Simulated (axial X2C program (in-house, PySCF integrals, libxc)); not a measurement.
# GeS⁺: from Re and ωe to a spectrum

A bond curve at the PBE0 level, 2c, was computed with an in-house relativistic program for diatomic molecules (basis Ge dyall-v3z [9s9p7d1f], S dyall-v3z [8s7p2d1f] (cores contracted in-house)) for the state Ω = 3/2 (⟨Sz⟩ = 0.50, ⟨Lz⟩ = 1.00 at PBE0). Its fit gives Re = 2.1687 Å, ωe = 457.1 cm⁻¹, ωexe = 1.31 cm⁻¹ and αe = 6.757e-04 cm⁻¹; the masses are 73.9212 and 31.9721 u. Two-component means X2C with spin–orbit coupling and atomic mean-field Coulomb and Gaunt terms.

Find the reduced mass, Be and the force constant.

From the PBE0 values: μ = 22.3188 u. Be = 16.8576/(μ Re²) = 0.1606 cm⁻¹. k = 5.8918×10⁻⁷ μ ωe² = 2.75 mdyn/Å.

Estimate the centrifugal constant by the Kratzer relation.

D = 4Be³/ωe² = 7.93e-08 cm⁻¹.

A Morse curve ties αe to the other constants (Pekeris). How well does that hold?

αe(Morse) = 6Be²/ωe × (√(ωexe/Be) − 1) = 6.283e-04 cm⁻¹; the PBE0 curve gives 6.757e-04 cm⁻¹, a ratio of 0.93.

Where do the fundamental and the first overtone lie?

ν(1←0) = ωe − 2ωexe = 454.5 cm⁻¹; ν(2←0) = 2ωe − 6ωexe = 906.3 cm⁻¹.

Occupations by symmetry block were frozen at the best pattern of an incomplete PBE0 search. Density functionals use the spin component along the axis (collinear). The functionals have no current-density term, which raises determinants with orbital currents, atoms included.
